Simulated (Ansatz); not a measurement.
`[CH3][SnH]([CH3])[AlH2]` → Al• + 2 C• + 9 H• + Sn•  (atomization)

Program: Ansatz. Geometries: PBE0-D4/def2-TZVP. ΔE: electronic, gas phase. CCSD(T)/CBS is the MP2 limit (def2-TZVPP, def2-QZVPP) plus CCSD(T) − MP2 in def2-TZVPP, frozen cores. This one scheme is used for every species, atoms too. DFT in def2-TZVPP. B3LYP here is the variant with VWN-RPA as its local correlation; programs differ in this. Open shells (•) are unrestricted, without spin–orbit coupling. Spin–orbit coupling would lower the free atoms: a little for Al, C; strongly for Sn. def2 core potentials past Kr. For Sn outer-core shells are correlated without core-valence functions, so the limit isn't a true one: a few kJ/mol of doubt a bond, and 10 to 20 or more in all where bonds break to atoms.

`[CH3][SnH]([CH3])[AlH2]`:

```xyz
13

C     1.308    0.036   -1.548
Sn    0.371   -0.060    0.389
C    -0.750    1.763    0.646
Al   -1.088   -2.258    0.768
H     1.933   -0.842   -1.714
H     0.550    0.080   -2.331
H     1.931    0.929   -1.610
H     1.644   -0.016    1.552
H    -0.080    2.618    0.547
H    -1.215    1.790    1.632
H    -1.530    1.835   -0.113
H    -2.203   -2.313    1.903
H    -0.870   -3.561   -0.120
```

(1) What is ΔE at CCSD(T)/CBS? (An estimate is asked.)

(2) What do these levels give: B3LYP-D4, ωB97M-V, B2PLYP, PBE, r2SCAN, PBE0, B3LYP, HF/def2-TZVPP, CCSD/def2-TZVPP, MP2/def2-QZVPP, HF/CBS(def2), CCSD/CBS(def2)? (An estimate is asked.)

Largest T1 diagnostic among the species: 0.018.

## Answers

(1) Computed: +4089.2 kJ/mol.

(2) The calculation gave: B3LYP-D4 4054.5, ωB97M-V 4062.5, B2PLYP 4007.8, PBE 4038.3, r2SCAN 4056.1, PBE0 4021.1, B3LYP 4015.1, HF/def2-TZVPP 3057.1, CCSD/def2-TZVPP 3952.1, MP2/def2-QZVPP 4026.8, HF/CBS(def2) 3062.4, CCSD/CBS(def2) 4046.0 kJ/mol.

In def2-TZVPP, CCSD(T) changes the Hartree–Fock value by +938.1 kJ/mol (the triples alone add +43.2 kJ/mol) and MP2 by +914.3 kJ/mol; breaking electron pairs costs correlation energy, which Hartree–Fock lacks. The D4 term adds +39.5 kJ/mol with B3LYP and +21.2 kJ/mol with PBE0; it sums over pairs of atoms, weighted by their polarisabilities, and B3LYP, whose exchange is more repulsive, gets the larger term. From PBE to PBE0 (25 % exact exchange), in def2-TZVPP and without D4, ΔE moves by −17.2 kJ/mol: exact exchange takes away binding that semilocal exchange gives to molecules.

For atomizations the MP2-based limit and the directly extrapolated one differ by several kJ/mol either way, and by 10 to 25 for some Ge, Se and Sn compounds, so smaller differences from it don't rank the levels.
